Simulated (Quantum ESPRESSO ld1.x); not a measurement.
All-electron atom: Br in [Ar] 3d10 4s2 4p5. Method: scalar-relativistic Kohn-Sham, LDA (Slater exchange, VWN5 correlation), spin-polarised, spherical densities, point nucleus; open shells are filled with parallel spins first; computed with ld1.x of Quantum ESPRESSO 7.5. Some entries of the table are withheld. Estimate them.

orbital,occ.,eigenvalue (eV),<r> (bohr)
1s up,1,-13295.928,0.04280
1s down,1,-13295.863,0.04280
2s up,1,-1730.539,0.1898
2s down,1,-1730.496,0.1898
2p up,3,-1527.855,0.1656
2p down,3,-1527.794,0.1656
3s up,1,-237.217,0.5526
3s down,1,-237.131,0.5526
3p up,3,-173.236,0.5650
3p down,3,-173.139,0.5648
3d up,5,-67.041,0.5913
3d down,5,-66.915,0.5905
4s up,1,(1),1.669
4s down,1,(2),1.671
4p up,3,-8.304,2.092
4p down,2,-7.654,2.116
5s up,0,-0.471,6.790
5s down,0,-0.404,7.097

Answer. 
(1) 4s up eigenvalue (eV): -20.645
(2) 4s down eigenvalue (eV): -19.944
